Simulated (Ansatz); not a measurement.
System: BHI, charge 0, doublet. BHI (SMILES [BH]I, doublet).
B3LYP-D3(BJ)/def2-TZVP minimum from Ansatz (a first-principles code):
```
B
H 1 1.1877
I 1 2.0876 2 124.33
```
Charge 0, spin multiplicity 2.

Wanted: atomisation energy (electronic, to ground-state atoms), in kcal/mol. Open shells are spin-unrestricted; no spin-orbit coupling. Correlated methods leave the cores frozen (noble-gas shells, and filled d and f shells in the p block). Past Kr the def2 sets carry scalar-relativistic core potentials. CBS(X,Y): correlation extrapolated as X^-3, Hartree-Fock from the larger set. A bracket is a step between two methods taken in the basis named. For partners of very few electrons the exact lower level stands in for a higher one. Spin-orbit terms, left out, reach several kcal/mol for Br and I, and more for heavier atoms.

CCSD(T)/CBS(def2-TZVPP,def2-QZVPP) + [CCSDT(Q) - CCSD(T)]/def2-TZVPP + [CCSDTQ - CCSDT(Q)]/def2-SVP (Ansatz) gives 156.1 kcal/mol.

### Question
What does PBE/def2-TZVPD (Ansatz) give here, and how do the other levels compare?

### Answer
PBE gives 165.2 kcal/mol, 9.1 kcal/mol above it. Differences of the others: r2SCAN/def2-TZVPD (Ansatz) 9.5; B3LYP/def2-TZVPD (Ansatz) 1.8; wB97M-V/def2-TZVPD (Ansatz) -0.6; CCSD(T)/CBS(def2-TZVPP,def2-QZVPP) (Ansatz) -0.3 kcal/mol.
